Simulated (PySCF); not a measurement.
In(OH)(OMe)(NH2) (CH6InNO2), SMILES C[O][In]([NH2])[OH].

Geometry: PBE-D3(BJ)/def2-SVP. The structure was generated by enumeration; whether it is a known compound was not checked. The def2 effective core potentials stand for the cores of In; spin–orbit coupling is left out. The values are those of a single conformer.

Calculation: PBE-D3(BJ)/def2-SVP (PySCF).

Frequencies are harmonic and unscaled.

Computed vibrational spectrum:
```json
[
 {"mode": "1", "ν (cm⁻¹)": "41", "IR (km/mol)": "1.1", "moving atoms (share of kinetic energy)": "H 81 %, O 10 %"},
 {"mode": "2", "ν (cm⁻¹)": "74", "IR (km/mol)": "2.9", "moving atoms (share of kinetic energy)": "C 25 %, H 23 %, N 22 %, O 20 %, In 10 %"},
 {"mode": "3", "ν (cm⁻¹)": "83", "IR (km/mol)": "3.2", "moving atoms (share of kinetic energy)": "H 31 %, N 26 %, O 16 %, C 16 %, In 10 %"},
 {"mode": "4", "ν (cm⁻¹)": "109", "IR (km/mol)": "16.8", "moving atoms (share of kinetic energy)": "O 46 %, N 25 %, H 16 %, In 10 %"},
 {"mode": "5", "ν (cm⁻¹)": "135", "IR (km/mol)": "34.5", "moving atoms (share of kinetic energy)": "O 54 %, In 22 %, H 13 %, N 10 %"},
 {"mode": "6", "ν (cm⁻¹)": "172", "IR (km/mol)": "32.2", "moving atoms (share of kinetic energy)": "H 95 %"},
 {"mode": "7", "ν (cm⁻¹)": "226", "IR (km/mol)": "10.3", "moving atoms (share of kinetic energy)": "O 35 %, C 32 %, H 21 %, In 10 %"},
 {"mode": "8", "ν (cm⁻¹)": "240", "IR (km/mol)": "53.2", "moving atoms (share of kinetic energy)": "H 89 %, O 9 %"},
 {"mode": "9", "ν (cm⁻¹)": "482", "IR (km/mol)": "35.0", "moving atoms (share of kinetic energy)": "N 50 %, O 34 %, H 10 %"},
 {"mode": "10", "ν (cm⁻¹)": "519", "IR (km/mol)": "87.8", "moving atoms (share of kinetic energy)": "O 44 %, N 23 %, In 15 %, H 13 %"},
 {"mode": "11", "ν (cm⁻¹)": "567", "IR (km/mol)": "71.8", "moving atoms (share of kinetic energy)": "O 79 %, In 13 %"},
 {"mode": "12", "ν (cm⁻¹)": "623", "IR (km/mol)": "42.4", "moving atoms (share of kinetic energy)": "H 72 %, N 20 %"},
 {"mode": "13", "ν (cm⁻¹)": "798", "IR (km/mol)": "60.8", "moving atoms (share of kinetic energy)": "H 94 %"},
 {"mode": "14", "ν (cm⁻¹)": "830", "IR (km/mol)": "37.9", "moving atoms (share of kinetic energy)": "H 92 %"},
 {"mode": "15", "ν (cm⁻¹)": "1082", "IR (km/mol)": "192.3", "moving atoms (share of kinetic energy)": "O 49 %, C 45 %"},
 {"mode": "16", "ν (cm⁻¹)": "1128", "IR (km/mol)": "2.1", "moving atoms (share of kinetic energy)": "H 76 %, C 19 %"},
 {"mode": "17", "ν (cm⁻¹)": "1144", "IR (km/mol)": "0.3", "moving atoms (share of kinetic energy)": "H 73 %, C 20 %"},
 {"mode": "18", "ν (cm⁻¹)": "1409", "IR (km/mol)": "2.5", "moving atoms (share of kinetic energy)": "H 96 %"},
 {"mode": "19", "ν (cm⁻¹)": "1418", "IR (km/mol)": "16.0", "moving atoms (share of kinetic energy)": "H 93 %"},
 {"mode": "20", "ν (cm⁻¹)": "1429", "IR (km/mol)": "39.5", "moving atoms (share of kinetic energy)": "H 92 %"},
 {"mode": "21", "ν (cm⁻¹)": "1483", "IR (km/mol)": "7.9", "moving atoms (share of kinetic energy)": "H 92 %, N 8 %"},
 {"mode": "22", "ν (cm⁻¹)": "2887", "IR (km/mol)": "141.0", "moving atoms (share of kinetic energy)": "H 97 %"},
 {"mode": "23", "ν (cm⁻¹)": "2951", "IR (km/mol)": "52.7", "moving atoms (share of kinetic energy)": "H 91 %, C 9 %"},
 {"mode": "24", "ν (cm⁻¹)": "2979", "IR (km/mol)": "37.7", "moving atoms (share of kinetic energy)": "H 91 %, C 9 %"},
 {"mode": "25", "ν (cm⁻¹)": "3397", "IR (km/mol)": "11.2", "moving atoms (share of kinetic energy)": "H 96 %"},
 {"mode": "26", "ν (cm⁻¹)": "3498", "IR (km/mol)": "7.1", "moving atoms (share of kinetic energy)": "H 92 %, N 8 %"},
 {"mode": "27", "ν (cm⁻¹)": "3703", "IR (km/mol)": "35.2", "moving atoms (share of kinetic energy)": "H 94 %"}
]
```
